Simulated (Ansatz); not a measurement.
Stretching the Sn1–H2 bond in H2OSn (SMILES [OH][SnH]) (multiplicity 1 held, fragments rigid). Energies count from the point at 1.803 Å.
Geometry at that point (charge 0, multiplicity 1):
```xyz
4

Sn    -0.1839    -0.1503     0.1953
H     -1.4552     0.0147    -1.0721
O      1.2153     0.7994    -0.8693
H      0.9260     1.1031    -1.7363
```

R- and RO- levels are restricted; in cc, def2 and unpolarised 6-31G sets they are followed outwards from rest. Unrestricted levels (U-) break spin symmetry where that is lower. Active spaces are followed from a long bond inwards. Curves can end on different states.

Cores are frozen in the correlated methods. Filled d and f shells under p-block atoms count as core.

The values were computed with Ansatz (an electronic-structure program) with Gaussian orbitals.  In def2 rows elements past Kr take small-core potentials, without spin–orbit coupling.

Energies in kcal/mol.

| R (Å) | U-wB97X-V/def2-TZVPP | R-CCSD/def2-TZVPP | FIC-MRCISD on CASSCF(2,2)/def2-TZVPP | FIC-MRCISD+Q on CASSCF(2,2)/def2-TZVPP |
|---|---|---|---|---|
| 1.442 | 23.4 | 25.5 | 25.5 | 25.5 |
| 1.622 | 3.9 | 4.7 | 4.7 | 4.7 |
| 1.803 | 0.0 | 0.0 | 0.0 | 0.0 |
| 1.983 | 3.9 | 3.3 | 3.1 | 3.2 |
| 2.163 | [?] | 10.3 | 9.9 | 10.0 |
| 2.434 | [?] | 23.2 | 22.2 | 22.5 |
| 2.704 | [?] | 35.8 | 34.1 | 34.5 |
| 3.155 | 57.0 | 52.8 | 49.6 | 50.2 |
| 3.605 | 64.0 | 63.8 | 58.6 | 59.4 |
| 4.146 | 66.6 | 70.3 | 63.1 | 64.0 |
| 4.867 | 67.3 | 73.2 | 64.7 | 65.7 |
| 5.769 | 67.4 | 74.0 | 65.0 | 66.0 |

Question: Fill in the missing entries.

Answer: 
- 2.704, U-wB97X-V/def2-TZVPP: 39.7
- 2.163, U-wB97X-V/def2-TZVPP: 11.4
- 2.434, U-wB97X-V/def2-TZVPP: 25.4

Doubts at one or more of the structures used: a spin-contaminated determinant (U-wB97X-V/def2-TZVPP); a restricted determinant that unrestricted orbitals would lower (R-CCSD/def2-TZVPP); other coupled-cluster roots lie near (R-CCSD/def2-TZVPP); T1 above 0.05 (R-CCSD/def2-TZVPP).
